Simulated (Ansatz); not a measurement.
## Nudged elastic band run: C3H13BSi2

Input:

```yaml
crystal:
  periodic: [false, false, false]
  atoms:
    - { symbol: B, position_ang: [-2.257886, -0.628293, 0.395504] }
    - { symbol: C, position_ang: [-0.869501, -0.971774, -0.166499] }
    - { symbol: C, position_ang: [0.088382, -1.807897, 0.706027] }
    - { symbol: Si, position_ang: [-0.143198, 0.81229, -0.414007] }
    - { symbol: C, position_ang: [0.326144, 1.603597, 1.240002] }
    - { symbol: Si, position_ang: [1.733568, 0.624628, -1.814553] }
    - { symbol: H, position_ang: [-2.424033, -0.521675, 1.580166] }
    - { symbol: H, position_ang: [-3.174133, -0.380691, -0.33551] }
    - { symbol: H, position_ang: [-0.920074, -1.363081, -1.192491] }
    - { symbol: H, position_ang: [-0.246419, -2.850638, 0.751914] }
    - { symbol: H, position_ang: [0.114788, -1.431844, 1.73446] }
    - { symbol: H, position_ang: [1.117485, -1.816702, 0.325717] }
    - { symbol: H, position_ang: [-1.144108, 1.678461, -1.104151] }
    - { symbol: H, position_ang: [1.069511, 0.998464, 1.770004] }
    - { symbol: H, position_ang: [-0.547528, 1.711988, 1.8917] }
    - { symbol: H, position_ang: [0.756307, 2.598959, 1.082152] }
    - { symbol: H, position_ang: [2.773848, -0.249239, -1.201367] }
    - { symbol: H, position_ang: [1.353862, 0.030976, -3.127601] }
    - { symbol: H, position_ang: [2.351284, 1.958072, -2.065166] }
basis:
  gaussian: { orbitals: "6-31G*" }
hamiltonian:
  xc: b3lyp
  dispersion: d4
neb:
  order_check: false
  images: 7
  f_tol: 0.5
  max_iterations: 60
  final_atoms:
    - { symbol: B, position_ang: [-2.21698066, -0.61372675, 0.54584698] }
    - { symbol: C, position_ang: [-0.90203401, -0.96066248, -0.16989042] }
    - { symbol: C, position_ang: [0.10414226, -1.86743563, 0.56602763] }
    - { symbol: Si, position_ang: [-0.15473191, 0.80783053, -0.4421005] }
    - { symbol: C, position_ang: [0.22717233, 1.67554437, 1.19763323] }
    - { symbol: Si, position_ang: [1.80144617, 0.59333325, -1.72788291] }
    - { symbol: H, position_ang: [-2.27656116, -0.61728036, 1.74416612] }
    - { symbol: H, position_ang: [-3.17511284, -0.24908474, -0.07249819] }
    - { symbol: H, position_ang: [-1.07034765, -1.2999682, -1.20258804] }
    - { symbol: H, position_ang: [-0.29508097, -2.88333046, 0.67117267] }
    - { symbol: H, position_ang: [0.30495695, -1.49579784, 1.57749974] }
    - { symbol: H, position_ang: [1.06517887, -1.94981924, 0.04372126] }
    - { symbol: H, position_ang: [-1.12006236, 1.63474739, -1.22367664] }
    - { symbol: H, position_ang: [0.90640697, 1.07365769, 1.81150028] }
    - { symbol: H, position_ang: [-0.68374622, 1.85291296, 1.77980763] }
    - { symbol: H, position_ang: [0.70768194, 2.64410284, 1.01917712] }
    - { symbol: H, position_ang: [2.83609, -0.21511095, -1.02310122] }
    - { symbol: H, position_ang: [1.51117474, -0.06933898, -3.03092832] }
    - { symbol: H, position_ang: [2.38870657, 1.93502761, -2.00758542] }
  initial_path:
    images:
      - { positions_ang: [[-2.257886, -0.628293, 0.395504], [-0.869501, -0.971774, -0.166499], [0.088382, -1.807897, 0.706027], [-0.143198, 0.81229, -0.414007], [0.326144, 1.603597, 1.240002], [1.733568, 0.624628, -1.814553], [-2.424033, -0.521675, 1.580166], [-3.174133, -0.380691, -0.33551], [-0.920074, -1.363081, -1.192491], [-0.246419, -2.850638, 0.751914], [0.114788, -1.431844, 1.73446], [1.117485, -1.816702, 0.325717], [-1.144108, 1.678461, -1.104151], [1.069511, 0.998464, 1.770004], [-0.547528, 1.711988, 1.8917], [0.756307, 2.598959, 1.082152], [2.773848, -0.249239, -1.201367], [1.353862, 0.030976, -3.127601], [2.351284, 1.958072, -2.065166]] }
      - { positions_ang: [[-2.23314325, -0.68333714, 0.42258791], [-0.8500879, -0.96268537, -0.17959079], [0.09449021, -1.81379466, 0.67433907], [-0.10294572, 0.80822006, -0.42574099], [0.3404508, 1.59292918, 1.22107835], [1.74472627, 0.63763186, -1.79242788], [-2.38484902, -0.47995322, 1.58182346], [-3.16705623, -0.57462794, -0.26917901], [-0.92391037, -1.36358754, -1.18934796], [-0.51444723, -2.64009011, 0.74619013], [0.16167401, -1.42936398, 1.70921665], [1.12446426, -1.84201313, 0.26860589], [-1.13056282, 1.67266941, -1.1183627], [1.08673849, 0.99312174, 1.75363844], [-0.54117592, 1.68432913, 1.87582893], [0.75957872, 2.60635573, 1.06777457], [2.78193044, -0.21620985, -1.15975825], [1.37267872, 0.03589151, -3.09452623], [2.33974556, 1.97011532, -2.03584861]] }
      - { positions_ang: [[-2.20840049, -0.73838128, 0.44967181], [-0.8306748, -0.95359673, -0.19268258], [0.10059842, -1.81969232, 0.64265114], [-0.06269344, 0.80415011, -0.43747498], [0.3547576, 1.58226135, 1.2021547], [1.75588455, 0.65063572, -1.77030275], [-2.34566503, -0.43823145, 1.58348093], [-3.15997947, -0.76856487, -0.20284802], [-0.92774675, -1.36409407, -1.18620492], [-0.78247547, -2.42954222, 0.74046625], [0.20856002, -1.42688397, 1.68397331], [1.13144351, -1.86732426, 0.21149478], [-1.11701765, 1.66687782, -1.1325744], [1.10396597, 0.98777949, 1.73727289], [-0.53482384, 1.65667027, 1.85995786], [0.76285043, 2.61375246, 1.05339715], [2.79001287, -0.18318071, -1.11814949], [1.39149544, 0.04080702, -3.06145145], [2.32820712, 1.98215864, -2.00653121]] }
      - { positions_ang: [[-2.18365774, -0.79342543, 0.47675572], [-0.8112617, -0.9445081, -0.20577438], [0.10670663, -1.82558997, 0.61096322], [-0.02244116, 0.80008017, -0.44920897], [0.36906441, 1.57159353, 1.18323105], [1.76704282, 0.66363958, -1.74817763], [-2.30648105, -0.39650967, 1.58513839], [-3.1529027, -0.96250181, -0.13651703], [-0.93158312, -1.36460061, -1.18306188], [-1.0505037, -2.21899433, 0.73474238], [0.25544602, -1.42440395, 1.65872996], [1.13842277, -1.89263539, 0.15438366], [-1.10347247, 1.66108623, -1.1467861], [1.12119346, 0.98243723, 1.72090733], [-0.52847175, 1.6290114, 1.84408679], [0.76612215, 2.62114919, 1.03901972], [2.79809531, -0.15015156, -1.07654074], [1.41031216, 0.04572253, -3.02837668], [2.31666867, 1.99420196, -1.97721382]] }
      - { positions_ang: [[-2.15891498, -0.84846957, 0.50383963], [-0.7918486, -0.93541947, -0.21886617], [0.11281484, -1.83148763, 0.57927529], [0.01781112, 0.79601023, -0.46094296], [0.38337121, 1.56092571, 1.1643074], [1.77820109, 0.67664344, -1.7260525], [-2.26729707, -0.3547879, 1.58679585], [-3.14582594, -1.15643874, -0.07018604], [-0.93541949, -1.36510715, -1.17991885], [-1.31853194, -2.00844644, 0.7290185], [0.30233203, -1.42192393, 1.63348661], [1.14540202, -1.91794653, 0.09727255], [-1.08992729, 1.65529464, -1.1609978], [1.13842095, 0.97709498, 1.70454178], [-0.52211967, 1.60135253, 1.82821571], [0.76939386, 2.62854592, 1.0246423], [2.80617775, -0.11712242, -1.03493198], [1.42912888, 0.05063805, -2.9953019], [2.30513023, 2.00624528, -1.94789643]] }
      - { positions_ang: [[-2.1734314, -0.78978386, 0.51434147], [-0.81939495, -0.94173022, -0.20662223], [0.1106467, -1.84047463, 0.57596337], [-0.02532464, 0.7989653, -0.45623234], [0.34432149, 1.58958037, 1.17263886], [1.78401236, 0.65581589, -1.7265101], [-2.26961309, -0.42041101, 1.62613842], [-3.15314766, -0.92960024, -0.07076408], [-0.96915153, -1.34882241, -1.18558614], [-1.0626692, -2.22716745, 0.71455704], [0.30298826, -1.44039241, 1.61948989], [1.12534623, -1.9259147, 0.08388473], [-1.09746106, 1.65015783, -1.17666751], [1.08041745, 1.00123566, 1.7312814], [-0.56252631, 1.66424264, 1.81611369], [0.75396588, 2.63243515, 1.023276], [2.81365581, -0.14161955, -1.03197429], [1.44964034, 0.02064379, -3.00420851], [2.32602432, 1.98844086, -1.96281867]] }
      - { positions_ang: [[-2.18794782, -0.73109816, 0.52484331], [-0.84694131, -0.94804097, -0.19437829], [0.10847855, -1.84946163, 0.57265146], [-0.0684604, 0.80192038, -0.45152173], [0.30527177, 1.61823504, 1.18097032], [1.78982363, 0.63498835, -1.72696771], [-2.27192912, -0.48603413, 1.66548099], [-3.16046939, -0.70276174, -0.07134211], [-1.00288357, -1.33253767, -1.19125344], [-0.80680646, -2.44588845, 0.70009559], [0.30364449, -1.45886089, 1.60549317], [1.10529045, -1.93388288, 0.0704969], [-1.10499483, 1.64502102, -1.19233722], [1.02241396, 1.02537634, 1.75802103], [-0.60293294, 1.72713274, 1.80401167], [0.7385379, 2.63632438, 1.02190971], [2.82113387, -0.16611668, -1.0290166], [1.47015181, -0.00935047, -3.01311511], [2.3469184, 1.97063645, -1.97774092]] }
      - { positions_ang: [[-2.20246424, -0.67241246, 0.53534514], [-0.87448766, -0.95435173, -0.18213435], [0.10631041, -1.85844863, 0.56933955], [-0.11159616, 0.80487546, -0.44681111], [0.26622205, 1.6468897, 1.18930177], [1.7956349, 0.6141608, -1.72742531], [-2.27424514, -0.55165724, 1.70482355], [-3.16779112, -0.47592324, -0.07192015], [-1.03661561, -1.31625294, -1.19692074], [-0.55094371, -2.66460946, 0.68563413], [0.30430072, -1.47732936, 1.59149646], [1.08523466, -1.94185106, 0.05710908], [-1.1125286, 1.6398842, -1.20800693], [0.96441046, 1.04951701, 1.78476065], [-0.64333958, 1.79002285, 1.79190965], [0.72310992, 2.64021361, 1.02054341], [2.82861194, -0.19061382, -1.02605891], [1.49066327, -0.03934472, -3.02202172], [2.36781249, 1.95283203, -1.99266317]] }
      - { positions_ang: [[-2.21698066, -0.61372675, 0.54584698], [-0.90203401, -0.96066248, -0.16989042], [0.10414226, -1.86743563, 0.56602763], [-0.15473191, 0.80783053, -0.4421005], [0.22717233, 1.67554437, 1.19763323], [1.80144617, 0.59333325, -1.72788291], [-2.27656116, -0.61728036, 1.74416612], [-3.17511284, -0.24908474, -0.07249819], [-1.07034765, -1.2999682, -1.20258804], [-0.29508097, -2.88333046, 0.67117267], [0.30495695, -1.49579784, 1.57749974], [1.06517887, -1.94981924, 0.04372126], [-1.12006236, 1.63474739, -1.22367664], [0.90640697, 1.07365769, 1.81150028], [-0.68374622, 1.85291296, 1.77980763], [0.70768194, 2.64410284, 1.01917712], [2.83609, -0.21511095, -1.02310122], [1.51117474, -0.06933898, -3.03092832], [2.38870657, 1.93502761, -2.00758542]] }
```

Command:

```bash
$ ansatz run input.yaml --threads 2 --pin off --max-ram 3072MiB --backend cpu --events-out ev --progress --plain --runs-dir out
```

Output, in part (warnings, iteration lines, the closing report on the highest movable image, with atoms numbered from 0):

```
NEB end point (image 0): max|allowed force component| = 1.457e-2 eV/Å (the criterion of neb.relax_end_points is 1.000e-1)
NEB end point (image 8): max|allowed force component| = 1.957e-2 eV/Å (the criterion of neb.relax_end_points is 1.000e-1)
WARN: NEB: the barrier is in doubt: the path turns back at the climbing image. Check it with more images (neb.images), a lower neb.f_tol or relaxed end points
NEB iter   1: max|band force component| = 3.821e0 eV/Å  barrier→ = 5.3437 eV  barrier← = 5.3413 eV  Δτ_max = 0.2000 Å  (232 SCF iters)
NEB iter   2: max|band force component| = 3.959e0 eV/Å  barrier→ = 3.1900 eV  barrier← = 3.1875 eV  Δτ_max = 0.2000 Å  (198 SCF iters)
NEB iter   3: max|band force component| = 2.994e0 eV/Å  barrier→ = 1.7560 eV  barrier← = 1.7536 eV  Δτ_max = 0.2000 Å  (195 SCF iters)
NEB iter   4: max|band force component| = 2.585e0 eV/Å  barrier→ = 1.0458 eV  barrier← = 1.0434 eV  Δτ_max = 0.1980 Å  (192 SCF iters)
NEB iter   5: max|band force component| = 1.619e0 eV/Å  barrier→ = 0.4391 eV  barrier← = 0.4366 eV  Δτ_max = 0.1987 Å  (193 SCF iters)
NEB iter   6: max|band force component| = 6.970e-1 eV/Å  barrier→ = 0.2143 eV  barrier← = 0.2118 eV  Δτ_max = 0.2000 Å  (192 SCF iters)
NEB iter   7: max|band force component| = 6.207e-1 eV/Å  barrier→ = 0.1140 eV  barrier← = 0.1115 eV  Δτ_max = 0.1998 Å  (190 SCF iters)
NEB iter   8: max|band force component| = 7.425e-1 eV/Å  barrier→ = 0.0868 eV  barrier← = 0.0843 eV  Δτ_max = 0.0997 Å  (185 SCF iters)
NEB iter   9: max|band force component| = 5.399e-1 eV/Å  barrier→ = 0.0524 eV  barrier← = 0.0499 eV  Δτ_max = 0.1004 Å  (182 SCF iters)
NEB iter  10: max|band force component| = 6.857e-1 eV/Å  barrier→ = 0.0415 eV  barrier← = 0.0391 eV  Δτ_max = 0.1001 Å  (185 SCF iters)
NEB iter  11: max|band force component| = 7.194e-1 eV/Å  barrier→ = 0.0349 eV  barrier← = 0.0324 eV  Δτ_max = 0.0502 Å  (184 SCF iters)
NEB iter  12: max|band force component| = 1.338e-1 eV/Å  barrier→ = 0.0107 eV  barrier← = 0.0082 eV  CI = image 4  Δτ_max = 0.0000 Å  (363 SCF iters)
Total energy: -19755.66149612 eV, -726.0071691141 hartree
Atom 0 at    -2.246932    -0.620146     0.420389 Å, force     0.030924    -0.000699     0.093355 eV/Å
Atom 1 at    -0.874551    -0.977219    -0.170818 Å, force     0.014792     0.070091    -0.108638 eV/Å
Atom 2 at     0.091334    -1.829319     0.673121 Å, force    -0.093643    -0.134935     0.077802 eV/Å
Atom 3 at    -0.151752     0.809034    -0.416858 Å, force     0.011082     0.046421    -0.038752 eV/Å
Atom 4 at     0.301404     1.620728     1.229793 Å, force     0.033546    -0.025668    -0.013491 eV/Å
Atom 5 at     1.750713     0.628559    -1.783876 Å, force     0.012656     0.001736    -0.012316 eV/Å
Atom 6 at    -2.351957    -0.414945     1.598667 Å, force    -0.017385    -0.049560     0.015317 eV/Å
Atom 7 at    -3.208665    -0.449634    -0.268319 Å, force    -0.003466     0.037274    -0.069359 eV/Å
Atom 8 at    -0.937123    -1.363923    -1.196956 Å, force    -0.038764    -0.018795    -0.015029 eV/Å
Atom 9 at    -0.277673    -2.864110     0.717028 Å, force     0.129438     0.064317    -0.026689 eV/Å
Atom 10 at     0.139120    -1.474234     1.708056 Å, force     0.040743     0.058512    -0.003158 eV/Å
Atom 11 at     1.112518    -1.853597     0.268881 Å, force    -0.068803    -0.018953     0.040234 eV/Å
Atom 12 at    -1.148499     1.665112    -1.127215 Å, force     0.003905    -0.013408     0.001536 eV/Å
Atom 13 at     1.030282     1.009382     1.772336 Å, force    -0.019932    -0.010478     0.044577 eV/Å
Atom 14 at    -0.581605     1.749741     1.863863 Å, force     0.022547     0.006172     0.027550 eV/Å
Atom 15 at     0.755737     2.604099     1.065778 Å, force    -0.031995     0.013582    -0.007980 eV/Å
Atom 16 at     2.787638    -0.227639    -1.140126 Å, force     0.005532     0.016104    -0.000506 eV/Å
Atom 17 at     1.411559     0.022431    -3.097219 Å, force    -0.038937    -0.068877    -0.059542 eV/Å
Atom 18 at     2.356750     1.961282    -2.060222 Å, force     0.007760     0.027166     0.055091 eV/Å
Dipole moment:     0.157570    -0.020039     0.099135 e Å
```

The run converged. The threshold of 0.5 eV/Å is loose, so the images may lie well off the minimum-energy path. The order of the stationary point at the top wasn't checked.

Final band:

```
image  path coordinate (Å)  energy (eV)
    0                 0.00        0.000
    1                 0.10        0.000
    2                 0.20        0.002
    3                 0.30        0.003
    4                 0.40        0.011
    5                 0.63        0.002
    6                 0.86        0.002
    7                 1.09        0.002
    8                 1.32        0.002
```

The run took 3.2 min on 2 threads of AMD EPYC 9R45 96-Core Processor (Zen 5) (shared host), peak memory 0.36 GiB.
